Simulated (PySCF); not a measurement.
PySCF input file for C2H9BN2O, SMILES NB(O)NCC, PBE0-D3(BJ)/def2-SVP. Geometry: PBE0-D3(BJ)/def2-SVP. This is a generated structure with no PubChem entry under its InChIKey; it may be hypothetical. The values are those of a single conformer.

```python
import numpy as np
from pyscf import gto, scf, dft, df
from pyscf.hessian import thermo

mol = gto.M(
    atom='''
    C    -2.16058048   -0.84846332   -0.39614244
    C    -1.30655656    0.33523675   -0.83538220
    N    -0.34137156    0.76542768    0.14394193
    B     0.94774331    0.17790725    0.33955550
    N     1.42812375   -0.86465319   -0.49254197
    O     1.79110330    0.60928790    1.34572784
    H    -1.52497177   -1.71480268   -0.15574137
    H    -2.73806439   -0.60141813    0.50892664
    H    -2.87336605   -1.14770820   -1.18126525
    H    -0.76954019    0.07878501   -1.76511763
    H    -1.96133897    1.18141924   -1.10836035
    H    -0.72324313    1.35843634    0.86938086
    H     2.36836684   -1.21544412   -0.38786122
    H     0.89400777   -1.30981316   -1.22131961
    H     1.45616396    1.38064407    1.80710606
    ''',
    basis='def2-SVP',
    charge=0,
    spin=0,
    max_memory=1600,
    verbose=3,
)
mf = dft.RKS(mol, xc='pbe0').density_fit(auxbasis='def2-universal-jkfit')
mf.disp = 'd3bj'
mf.grids.level = 3
mf.conv_tol = 1e-11
mf.max_cycle = 100
mf.kernel()

# [left out here: the lines that compute and print the analytic Hessian (its translational invariance restored by hand, since the grid's response is missing), thermochemistry and intensities]
```

Program output:

```
[...]
       7   H                -0.02 -0.16  0.04   -0.05 -0.30  0.01   -0.23 -0.26 -0.10
       8   H                -0.04 -0.11  0.06   -0.12 -0.32  0.23   -0.09 -0.25  0.26
       9   H                 0.17  0.10  0.12   -0.33 -0.30 -0.11    0.27  0.24  0.11
      10   H                -0.42 -0.35 -0.17   -0.17 -0.16  0.00    0.24  0.20  0.06
      11   H                -0.35  0.00 -0.23    0.13 -0.00  0.08   -0.02  0.01 -0.02
      12   H                -0.00  0.07  0.08    0.01  0.02  0.02   -0.01 -0.05 -0.05
      13   H                 0.04 -0.03 -0.03   -0.08  0.07  0.03    0.07 -0.05 -0.03
      14   H                 0.07 -0.01  0.03    0.00  0.01  0.02   -0.02 -0.01 -0.03
Mode                                24                  25                  26
Irrep
Freq [cm^-1]                     1431.9574           1459.8670           1468.2095
Reduced mass [au]                   1.6795              1.0525              1.0942
Force const [Dyne/A]                2.0290              1.3215              1.3897
Char temp [K]                    2060.2679           2100.4236           2112.4265
Normal mode                   x     y     z       x     y     z       x     y     z
       0   C                -0.00 -0.01 -0.01   -0.03  0.03  0.02   -0.01  0.01 -0.04
       1   C                 0.03  0.04 -0.02   -0.01  0.02  0.00   -0.01 -0.02  0.01
       2   N                 0.02 -0.03 -0.01   -0.01 -0.00 -0.01    0.00 -0.01 -0.00
       3   B                -0.07  0.13  0.10    0.01  0.02  0.03   -0.01  0.05  0.05
       4   N                 0.01 -0.02 -0.01   -0.00 -0.00 -0.00    0.00 -0.01 -0.01
       5   O                 0.00 -0.02 -0.02   -0.01 -0.00 -0.01   -0.00 -0.01 -0.01
       6   H                 0.06  0.04 -0.00   -0.31 -0.26 -0.22   -0.14  0.06  0.53
       7   H                -0.05  0.02 -0.04    0.39  0.22  0.22    0.29 -0.36  0.27
       8   H                -0.09  0.01  0.05    0.47 -0.41 -0.27    0.07  0.20 -0.17
       9   H                 0.06 -0.31  0.11   -0.01 -0.08  0.04   -0.14  0.24 -0.15
      10   H                -0.26 -0.11  0.22    0.02  0.05  0.02    0.12 -0.00 -0.28
      11   H                 0.16 -0.04  0.07    0.02 -0.01  0.02    0.10 -0.01  0.06
      12   H                -0.04 -0.24 -0.26   -0.01 -0.02 -0.03   -0.01 -0.07 -0.08
      13   H                 0.25 -0.20 -0.09    0.05 -0.03 -0.02    0.09 -0.08 -0.04
      14   H                -0.13 -0.02 -0.11   -0.01 -0.01 -0.01   -0.04 -0.01 -0.04
Mode                                27                  28                  29
Irrep
Freq [cm^-1]                     1486.8924           1535.6735           1598.4970
Reduced mass [au]                   1.1494              2.7428              1.5896
Force const [Dyne/A]                1.4972              3.8111              2.3931
Char temp [K]                    2139.3071           2209.4922           2299.8813
Normal mode                   x     y     z       x     y     z       x     y     z
       0   C                -0.00  0.00 -0.02   -0.01  0.00 -0.00   -0.00  0.00 -0.00
       1   C                -0.04  0.01 -0.07   -0.04  0.01  0.01    0.00  0.01  0.00
       2   N                 0.01  0.01  0.01    0.14 -0.03  0.05    0.01 -0.01 -0.01
       3   B                 0.01 -0.04 -0.04   -0.15  0.02 -0.07   -0.04  0.09  0.08
       4   N                -0.00  0.01  0.01    0.02 -0.00  0.01    0.04 -0.09 -0.07
       5   O                 0.00  0.01  0.01    0.03  0.01  0.03   -0.00 -0.01 -0.01
       6   H                -0.09  0.03  0.32   -0.02 -0.01 -0.02   -0.00 -0.00 -0.00
       7   H                 0.17 -0.22  0.16    0.04  0.04  0.02    0.00  0.00 -0.00
       8   H                 0.05  0.15 -0.12    0.04 -0.04 -0.02   -0.00 -0.01  0.00
       9   H                 0.37 -0.30  0.26    0.05  0.10  0.05   -0.00 -0.02  0.00
      10   H                -0.09  0.13  0.49   -0.11 -0.11 -0.19   -0.03 -0.02 -0.01
      11   H                -0.11  0.01 -0.06   -0.39 -0.03 -0.25    0.08 -0.02  0.03
      12   H                 0.01  0.06  0.08    0.00 -0.07 -0.06    0.14  0.32  0.41
      13   H                -0.09  0.09  0.02   -0.03  0.03  0.02   -0.45  0.28  0.07
      14   H                 0.04  0.01  0.04   -0.01  0.01  0.00   -0.07 -0.01 -0.06
Mode                                30                  31                  32
Irrep
Freq [cm^-1]                     3043.4761           3048.2053           3089.5321
Reduced mass [au]                   1.0619              1.0382              1.1048
Force const [Dyne/A]                5.7952              5.6835              6.2132
Char temp [K]                    4378.8844           4385.6887           4445.1488
Normal mode                   x     y     z       x     y     z       x     y     z
       0   C                -0.01 -0.01 -0.00    0.03  0.04 -0.01    0.01 -0.01 -0.01
       1   C                 0.01 -0.03  0.06   -0.00 -0.01  0.01   -0.06  0.05  0.04
       2   N                 0.00  0.00  0.00    0.00 -0.00  0.00    0.00 -0.00 -0.00
       3   B                -0.00  0.00  0.00   -0.00  0.00 -0.00   -0.00  0.00  0.00
       4   N                 0.00 -0.00 -0.00    0.00 -0.00 -0.00   -0.00 -0.00 -0.00
       5   O                 0.00 -0.00  0.00    0.00 -0.00  0.00    0.00 -0.00 -0.00
       6   H                -0.04  0.05 -0.01    0.32 -0.41  0.11   -0.08  0.10 -0.03
       7   H                 0.04 -0.02 -0.07   -0.29  0.14  0.47   -0.07  0.03  0.11
       8   H                 0.09  0.04  0.11   -0.36 -0.15 -0.41    0.02  0.00  0.02
       9   H                 0.31 -0.16 -0.51    0.06 -0.03 -0.09    0.35 -0.17 -0.60
      10   H                -0.43  0.56 -0.16   -0.07  0.09 -0.03    0.35 -0.46  0.15
      11   H                -0.00  0.00  0.00    0.00  0.00  0.00   -0.01  0.00  0.01
      12   H                 0.00 -0.00 -0.00    0.00 -0.00 -0.00    0.00 -0.00 -0.00
      13   H                 0.00 -0.00 -0.00   -0.00 -0.00 -0.00    0.00 -0.00 -0.00
      14   H                -0.00  0.00 -0.00   -0.00  0.00 -0.00   -0.00 -0.00 -0.00
Mode                                33                  34                  35
Irrep
Freq [cm^-1]                     3144.1290           3151.5548           3656.1587
Reduced mass [au]                   1.1039              1.1046              1.0761
Force const [Dyne/A]                6.4298              6.4641              8.4749
Char temp [K]                    4523.7017           4534.3856           5260.3983
Normal mode                   x     y     z       x     y     z       x     y     z
       0   C                -0.00 -0.03 -0.08   -0.07  0.05 -0.02   -0.00 -0.00 -0.00
       1   C                 0.01 -0.00 -0.01   -0.01  0.01  0.00   -0.00  0.00  0.00
       2   N                -0.00  0.00  0.00    0.00 -0.00  0.00   -0.03  0.04  0.05
       3   B                 0.00 -0.00 -0.00    0.00  0.00  0.00    0.00 -0.00  0.00
       4   N                -0.00  0.00  0.00   -0.00 -0.00  0.00   -0.00  0.00  0.00
       5   O                -0.00  0.00  0.00   -0.00 -0.00 -0.00    0.00 -0.00 -0.00
       6   H                -0.02  0.02 -0.02    0.45 -0.62  0.17   -0.00  0.00 -0.00
       7   H                -0.36  0.16  0.56    0.16 -0.07 -0.27    0.00  0.00  0.00
       8   H                 0.42  0.17  0.46    0.25  0.11  0.29   -0.00 -0.00 -0.00
       9   H                -0.06  0.03  0.10    0.04 -0.02 -0.07    0.01 -0.00 -0.01
      10   H                -0.02  0.03 -0.01    0.07 -0.10  0.03    0.00 -0.00 -0.00
      11   H                 0.00  0.00 -0.00   -0.00 -0.00  0.00    0.37 -0.57 -0.68
      12   H                -0.00  0.00  0.00   -0.00 -0.00 -0.00    0.03 -0.01  0.00
      13   H                 0.00  0.00  0.00    0.00 -0.00 -0.00   -0.02 -0.01 -0.02
      14   H                 0.00 -0.00 -0.00    0.00 -0.00 -0.00   -0.00 -0.00 -0.00
Mode                                36                  37                  38
Irrep
Freq [cm^-1]                     3673.0649           3785.1008           3953.5612
Reduced mass [au]                   1.0507              1.0990              1.0663
Force const [Dyne/A]                8.3517              9.2769              9.8194
Char temp [K]                    5284.7227           5445.9173           5688.2943
Normal mode                   x     y     z       x     y     z       x     y     z
       0   C                -0.00  0.00  0.00   -0.00  0.00  0.00   -0.00 -0.00 -0.00
       1   C                -0.00  0.00  0.00    0.00  0.00  0.00    0.00  0.00  0.00
       2   N                -0.00  0.00  0.00   -0.00 -0.00  0.00   -0.00 -0.00 -0.00
       3   B                -0.00  0.00  0.00   -0.00  0.00 -0.00   -0.00  0.00 -0.00
       4   N                 0.03 -0.04 -0.03   -0.07 -0.01 -0.04    0.00 -0.00 -0.00
       5   O                 0.00  0.00  0.00   -0.00  0.00  0.00   -0.02  0.05  0.03
       6   H                 0.00 -0.00  0.00    0.00 -0.00  0.00    0.00  0.00  0.00
       7   H                 0.00 -0.00 -0.00    0.00 -0.00 -0.00   -0.00  0.00  0.00
       8   H                -0.00 -0.00 -0.00   -0.00 -0.00 -0.00   -0.00 -0.00 -0.00
       9   H                 0.00  0.00 -0.00   -0.00  0.00 -0.00    0.00 -0.00 -0.00
      10   H                -0.00  0.00 -0.00    0.00 -0.00 -0.00   -0.00  0.00 -0.00
      11   H                 0.02 -0.02 -0.03    0.00 -0.00 -0.00    0.00 -0.00  0.00
      12   H                -0.69  0.25 -0.08    0.57 -0.22  0.06   -0.00  0.00 -0.00
      13   H                 0.34  0.27  0.45    0.38  0.32  0.53   -0.00 -0.00 -0.00
      14   H                -0.00  0.00 -0.00    0.00 -0.00 -0.00    0.32 -0.78 -0.48
temperature 298.1500 [K]
pressure 101325.00 [Pa]
Rotational constants [GHz] 6.47976 2.07551 1.77659
Symmetry number 1
Zero-point energy (ZPE) 0.12938 [Eh]   339691.598 [J/mol]
                           tot       elec      trans        rot        vib
Entropy [J/mol/K]       364.855      0.000    164.574    112.969     87.312
Cv [J/mol/K]            121.545      0.000     12.472     12.472     96.602
Cp [J/mol/K]            129.859      0.000     20.786     12.472     96.602
Internal energy [J/mol]                      3718.434   3718.434 353996.237
Internal energy [Eh]   -290.66260  -290.80027
Enthalpy [J/mol]                             6197.391   3718.434 353996.237
Enthalpy [Eh]          -290.66166
Gibbs free energy [J/mol]                  -42870.350 -29963.226 327964.193
Gibbs free energy [Eh] -290.70309
mode   freq/cm-1   IR/(km/mol)
   1       60.79         2.483
   2       84.73         0.257
   3      195.79        62.779
   4      218.48        29.608
   5      274.76        64.513
   6      292.53         3.191
   7      386.15        14.138
   8      416.31        29.733
   9      454.09       181.113
  10      493.47         6.391
  11      513.67         4.284
  12      642.08        50.890
  13      772.07         5.490
  14      835.02         6.615
  15      884.27         3.148
  16      933.21         1.847
  17      997.43       138.809
  18     1095.92         8.191
  19     1117.57         2.327
  20     1196.77         0.758
  21     1286.99        21.701
  22     1345.36       187.591
  23     1369.76        18.834
  24     1398.89        20.041
  25     1431.96        64.783
  26     1459.87        11.511
  27     1468.21         9.376
  28     1486.89         7.534
  29     1535.67       391.178
  30     1598.50       255.355
  31     3043.48        49.970
  32     3048.21        18.054
  33     3089.53        19.218
  34     3144.13        27.533
  35     3151.55        25.390
  36     3656.16        15.109
  37     3673.06        36.402
  38     3785.10        33.485
  39     3953.56        55.859
max |gradient| / (hartree/bohr): 6.066796742043782e-05
APT charges: [-1.8500e-02  4.3360e-01 -8.1890e-01  1.2737e+00 -7.7640e-01 -8.0840e-01
  1.1000e-03 -1.3400e-02 -2.2600e-02 -4.0300e-02 -6.2800e-02  1.4780e-01
  2.1440e-01  1.9780e-01  2.9290e-01]
```

The calculation finished and met its thresholds.

Cost: very roughly 4 core-minutes.
